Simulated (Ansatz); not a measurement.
Gas-phase electronic energies from Ansatz, PBE0-D4/def2-TZVP geometries. CCSD(T)/CBS is the MP2 limit (def2-TZVPP, def2-QZVPP) plus CCSD(T) − MP2 in def2-TZVPP, frozen cores. For Ga outer-core shells are correlated without core-valence functions, which leaves a few kJ/mol of doubt a bond. Scalar relativity is left out up to krypton. Each species was taken in one conformer, which may not be the lowest.

Reaction (ligand exchange at a B–C bond): `BC[O][GaH2]` + `CSC=N` → `BN=CSC` + `C[O][GaH2]`

`BC[O][GaH2]`:

Z-matrix (Å, degrees):
```
C
O 1 1.407
B 1 1.546 2 119.7
H 1 1.104 2 111.6 3 130.0
H 1 1.109 2 108.2 3 -118.3
Ga 2 1.786 1 122.4 3 -49.5
H 3 1.200 1 121.8 2 -3.6
H 3 1.197 1 118.7 2 178.9
H 6 1.555 2 113.7 1 174.9
H 6 1.565 2 116.6 1 -6.9
```

`CSC=N`:

```xyz
9

C    -1.071    0.969    0.181
S    -1.079   -0.769   -0.261
C     0.625   -1.104   -0.242
N     1.506   -0.238    0.031
H    -2.112    1.291    0.195
H    -0.508    1.541   -0.555
H    -0.619    1.106    1.162
H     0.821   -2.152   -0.495
H     2.438   -0.644   -0.015
```

`BN=CSC`:

Cartesian coordinates in Å:
```
B 1.362 0.745 -1.265
N 0.038 0.623 -0.993
C -1.162 0.489 -0.709
S -1.811 -0.358 0.678
C -0.302 -0.912 1.469
H 1.897 -0.088 -1.941
H 1.963 1.686 -0.828
H -1.957 0.909 -1.331
H 0.258 -1.572 0.807
H -0.604 -1.459 2.361
H 0.317 -0.061 1.753
```

`C[O][GaH2]`:

Z-matrix (Å, degrees):
```
C
O 1 1.402
H 1 1.099 2 113.2
H 1 1.096 2 110.0 3 120.7
H 1 1.096 2 110.0 3 -120.7
Ga 2 1.782 1 123.8 3 0.0
H 6 1.565 2 115.8 1 -0.0
H 6 1.555 2 113.9 1 180.0
```

```tsv
level	ΔE (kcal/mol)
CCSD/def2-TZVPP	-27.6
HF/CBS(def2)	-26.1
```

Question: What does CCSD(T)/CBS give? (An estimate is asked.)

Answer: Computed: -28.0 kcal/mol. The listed levels differ from it by 0.4, 1.9 kcal/mol.

Largest T1 diagnostic among the species: 0.015.

In def2-TZVPP, CCSD(T) changes the Hartree–Fock value by −2.1 kcal/mol (the triples alone add −0.7 kcal/mol) and MP2 by −3.1 kcal/mol. From PBE to PBE0 (25 % exact exchange), in def2-TZVPP and without D4, ΔE moves by +1.6 kcal/mol.

CCSD(T)/CBS has its own doubt, a few kJ/mol and more with outer-core shells, so smaller differences from it don't rank the levels.
